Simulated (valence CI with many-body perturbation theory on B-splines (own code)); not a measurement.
**Rh⁴⁰⁺ in brief**

Computed by configuration interaction combined with many-body perturbation theory (CI+MBPT): three valence electrons over a frozen Dirac-Fock core [He], a basis of 11 s, 11 p, 9 d, 7 f, 5 g, 2 h, 1 i functions for each j, with the one-electron correlation potential Σ1 (screened to all orders), the two-electron term Σ2, the three-electron term Σ3, Breit, model QED; selected single and double excitations, second order for the rest (own B-spline code, finite nucleus).

The last digits are not significant, and no measured levels were compared; by estimate large intervals hold to a few tenths of a per cent, small ones and those within an open d or f shell to about a per cent.

Levels are named by their leading jj configuration (3d3/2^4 stands for four electrons in 3d with j = 3/2), which in mixed levels can hold well under half, so a name can repeat and another be missing.

Rates and lifetimes use the calculated energies. Strong lines usually hold to 10 to 20 %, long lifetimes can be off by a factor of two.

(1) What is the ground level?

(2) What are the static dipole polarisabilities of the lowest levels?

(3) How well does LS coupling describe the low levels?

(4) Where does the other parity begin?

(5) What is the ionisation energy?

Answers

(1) (2s^2 2p1/2) J=1/2, composition 99 % 2s2.2p 2P°, g = 0.649.

(2) (2s^2 2p1/2) J=1/2 0.00151 bohr³, of which the core gives 2.02e-06.

(3) Among the lowest 20 levels the leading LS term, summed over configurations, holds 76 % on average. For single configurations the figures are 75 % in LS and 95 % in jj coupling. Terms mix most in the J = 3/2 level at 452.9 eV, where the leading one holds 42 %.

(4) At (2s 2p1/2^2) J=1/2, 123.6 eV.

(5) 6163.1 eV; NIST lists 6161 ± 5 eV (semi-empirical).
